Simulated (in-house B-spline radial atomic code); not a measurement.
Whole-atom quantities along the 4-electron series, configuration [He] 2s2. Breit and QED terms are first order and not part of the total energy; the density at the nucleus is averaged over the nuclear charge. Computed with a radial B-spline atomic code at the basis-set limit: Dirac-Hartree-Fock, average of the configuration, finite nuclei.

| ion | Z | E/Z² (Eh) | Σ<r²> (bohr²) | n(0)/Z³ (bohr⁻³) | Lamb diamagnetic shielding (ppm) | repulsion over attraction | Breit energy (eV) | self-energy (eV) | vacuum polarisation (eV) | Dirac less non-relativistic energy (Eh) |
| --- | --- | --- | --- | --- | --- | --- | --- | --- | --- | --- |
| S12+ | 16 | -1.159 | 0.42369 | 0.73457 | 686.81 | 0.038149 | 1.6443 | 1.7158 | -0.11285 | -1.0226 |
| Cl13+ | 17 | -1.1649 | 0.37028 | 0.74526 | 732.16 | 0.03596 | 1.9848 | 2.1249 | -0.1439 | -1.3134 |
| Ar14+ | 18 | -1.1704 | 0.32631 | 0.75634 | 777.64 | 0.034007 | 2.3697 | 2.5979 | -0.18095 | -1.6626 |
| K15+ | 19 | -1.1753 | 0.28969 | 0.76798 | 823.25 | 0.032254 | 2.8017 | 3.1401 | -0.22471 | -2.0775 |
| Ca16+ | 20 | ? | ? | ? | ? | ? | ? | ? | ? | ? |
| Sc17+ | 21 | -1.1841 | 0.23264 | 0.79181 | 914.92 | 0.029234 | 3.8183 | 4.4533 | -0.33551 | -3.1365 |
| Ti18+ | 22 | -1.1881 | 0.21018 | 0.80437 | 960.99 | 0.027925 | 4.4085 | 5.2355 | -0.40424 | -3.7979 |
| V19+ | 23 | ? | ? | ? | ? | ? | ? | ? | ? | ? |
| Cr20+ | 24 | ? | ? | ? | ? | ? | ? | ? | ? | ? |
| Mn21+ | 25 | -1.1987 | 0.15916 | 0.84503 | 1100.26 | 0.024611 | 6.5414 | 8.152 | -0.6748 | -6.4235 |

Problem. Fill in the row of Ca16+.

Solution. E/Z² (Eh): -1.1799; Σ<r²> (bohr²): 0.25885; n(0)/Z³ (bohr⁻³): 0.77979; Lamb diamagnetic shielding (ppm): 869.01; repulsion over attraction: 0.03067; Breit energy (eV): 3.2836; self-energy (eV): 3.7567; vacuum polarisation (eV): -0.27596; Dirac less non-relativistic energy (Eh): -2.566.

Problem. Fill in the row of V19+.

Solution. E/Z² (Eh): -1.1918; Σ<r²> (bohr²): 0.19078; n(0)/Z³ (bohr⁻³): 0.81766; Lamb diamagnetic shielding (ppm): 1007.23; repulsion over attraction: 0.026727; Breit energy (eV): 5.0572; self-energy (eV): 6.1088; vacuum polarisation (eV): -0.48304; Dirac less non-relativistic energy (Eh): -4.5596.

Problem. Fill in the row of Cr20+.

Solution. E/Z² (Eh): -1.1954; Σ<r²> (bohr²): 0.17392; n(0)/Z³ (bohr⁻³): 0.83116; Lamb diamagnetic shielding (ppm): 1053.65; repulsion over attraction: 0.025626; Breit energy (eV): 5.7672; self-energy (eV): 7.079; vacuum polarisation (eV): -0.57289; Dirac less non-relativistic energy (Eh): -5.4313.

Problem. With what power of Z does the column «Dirac less non-relativistic energy (Eh)» change over this range?

Solution. A fit of the logarithm of its size against log Z from Z = 16 to 25 has slope 4.12. An unscreened hydrogenic electron would give 4 at low Z; screening makes the apparent power larger near the neutral end, and relativity raises it again at high Z.
